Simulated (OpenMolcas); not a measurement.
## 5d7 along the 75-electron sequence

```json
{"Program": "OpenMolcas", "Method": "CASSCF", "Basis": "ANO-R2", "Scalar Hamiltonian": "X2C, finite nucleus", "Spin-orbit coupling": "RASSI with atomic mean-field integrals over the reference wave functions, term energies averaged over their components"}
```

Active space for each ion: 7 electrons in 10 orbitals (5d 6d).

Computed levels in cm-1 above 4F 9/2:

```json
{"Level": "4F 7/2", "Ir2+": "7386", "Pt3+": "9392", "Au4+": "11614"}
{"Level": "4F 5/2", "Ir2+": "9700", "Pt3+": "11746", "Au4+": "13712"}
{"Level": "4P 5/2", "Ir2+": "16815", "Pt3+": "19609", "Au4+": "22503"}
{"Level": "2G 9/2", "Ir2+": "17510", "Pt3+": "20304", "Au4+": "23149"}
{"Level": "4P 1/2", "Ir2+": "20188", "Pt3+": "23555", "Au4+": "26929"}
{"Level": "2H 11/2", "Ir2+": "23439", "Pt3+": "27058", "Au4+": "30670"}
{"Level": "2G 7/2", "Ir2+": "23674", "Pt3+": "27788", "Au4+": "31963"}
{"Level": "2D 5/2(1)", "Ir2+": "27488", "Pt3+": "32293", "Au4+": "37297"}
{"Level": "2P 1/2", "Ir2+": "31237", "Pt3+": "36952", "Au4+": "42888"}
{"Level": "weight of 4F in the lowest level (%)", "Ir2+": "88", "Pt3+": "86", "Au4+": "84"}
```

Mixed levels, with the weight of the term that names them: Ir2+ 2G 9/2 (64 %), Ir2+ 4P 1/2 (72 %), Ir2+ 2P 1/2 (72 %), Pt3+ 4F 5/2 (72 %), Pt3+ 2G 9/2 (61 %), Pt3+ 4P 1/2 (69 %), Pt3+ 2D 5/2(1) (75 %), Pt3+ 2P 1/2 (69 %), Au4+ 4F 5/2 (64 %), Au4+ 2G 9/2 (58 %), Au4+ 4P 1/2 (67 %), Au4+ 2D 5/2(1) (72 %), Au4+ 2P 1/2 (67 %).

The fine-structure level 4F 5/2 changes by a factor of 1.41 from Ir2+ to Au4+. Its fourth root runs 9.92, 10.41, 10.82, with steps per unit of Z of 0.49, 0.41; equal steps would mean a (Z - σ)^4 law with constant σ.

4P 5/2 changes by a factor of 1.34 over the same range, with steps per unit of Z of +2790, +2890 cm-1.

Without dynamic correlation excited terms often stand tens of per cent too high (terms of higher spin than the ground term too low), and those without a measured partner can miss by more than the paired ones. Active for correlation alone: 6d; no level in the range computed is led by a configuration that fills it, so any true level of that kind is missing. Only configurations of the active space appear.

A number in round brackets counts repeated terms of one configuration in the order of the reference energies.
